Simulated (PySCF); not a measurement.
Species: C5H10PSi (doublet state).
Z-matrix (Å and degrees, GFN2-xTB geometry), rows numbered from 1:
```
C 
C   1  1.4864
C   2  1.3741  1  124.14
C   3  1.3895  2  118.00  1   178.74
Si  4  1.8587  3  109.90  2    -1.40
P   5  2.2594  4  118.68  3  -113.26
C   2  1.4927  1  119.73  3   179.19
H   1  1.0922  2  110.53  3  -118.35
H   1  1.0917  2  110.49  3   123.51
H   1  1.0877  2  111.33  3     2.49
H   3  1.0816  2  120.61  1    -1.11
H   4  1.0767  3  120.99  2  -179.15
H   5  1.4725  4  116.58  3   118.09
H   6  1.3824  5   93.64  4   -68.17
H   6  1.3842  5   95.67  4    24.53
H   7  1.0919  2  110.22  1   -53.67
H   7  1.0908  2  109.64  1    62.53
```

The hyperfine couplings belong to this conformer and change with its torsions.

As a line formula: `C[C]1C=C[Si@@H](P)C1` [radical].

Level of theory: PySCF 2.14.0, UKS B3LYP, pcH-1 on C H P Si, non-relativistic, mean-field spin-orbit, GIAO. Isolated species at its GFN2-xTB geometry (one conformer only). The geometry wasn't refined by DFT: couplings that depend on bond lengths, twists or pyramidal angles can differ widely from those at the functional's own minimum. No stability test was run, so a lower SCF solution isn't excluded.

Task: What is the g tensor, term by term?

Result: 
```json
{"Δg (ppm)": "relativistic mass correction", "1": "-139", "2": "-139", "3": "-139"}
{"Δg (ppm)": "gauge correction", "1": "5", "2": "14", "3": "22"}
{"Δg (ppm)": "orbital Zeeman/spin–orbit", "1": "-269", "2": "116", "3": "629"}
{"Δg (ppm)": "total", "1": "-403", "2": "-10", "3": "512"}
```

So g = 2.00192, 2.00231, 2.00283 and g_iso = 2.00235; the tensor is rhombic: the two nearest values differ by 43 % of g3 − g1. Axes: g3 points within 13° of the C4–Si5 bond.

Task: At 9.407 GHz, how far is the centre of the isotropic spectrum from where a free electron (g = 2.002319) resonates?

Result: B = hν/(g μB) with μB/h = 13.99624 MHz/mT gives 335.67 mT for the free electron and 335.66 mT at g_iso, the same within 0.01 mT.

Task: What are the electron Larmor frequencies g μB B/h along the three axes at 1200 mT?

Result: 33.6232, 33.6298, 33.6385 GHz for g1, g2 and g3, a range of 15.4 MHz.

Task: What effective moment and Curie constant follow for a powder?

Result: With the mean of g² = 4.0094 and S(S+1) = 0.75: μ_eff = √(⟨g²⟩S(S+1)) = 1.734 μB and χT = 0.12505·⟨g²⟩·S(S+1) = 0.376 cm³ K/mol (cgs; spin-Hamiltonian part alone).

Task: In a frozen sample, at which fields do the three g values resonate at 9.5, 34, 94 and 263 GHz (hyperfine left aside), and which band first spreads them over more than twice a line width of 0.5 mT?

Result: 
| band | GHz | B(g3) mT | B(g2) mT | B(g1) mT | spread mT |
| --- | --- | --- | --- | --- | --- |
| X | 9.5 | 338.90 | 338.99 | 339.05 | 0.15 |
| Q | 34.0 | 1212.89 | 1213.21 | 1213.45 | 0.55 |
| W | 94.0 | 3353.30 | 3354.17 | 3354.83 | 1.53 |
| J | 263.0 | 9382.10 | 9384.54 | 9386.38 | 4.29 |

The spread grows in proportion to the frequency. W band is the first where it exceeds 1.0 mT.

The Mulliken spin populations are largest on C4 (+0.64), C2 (+0.58) and C3 (-0.23). The positive populations add up to 1.37 and the negative ones to -0.37, together 2S = 1. The angles at C4 add up to 360.0°, so it is planar.

The HOMO–LUMO gaps are 5.30 eV among the α and 4.81 eV among the β orbitals.

The run took 1.8 min on one thread, x86-64 server, shared host.
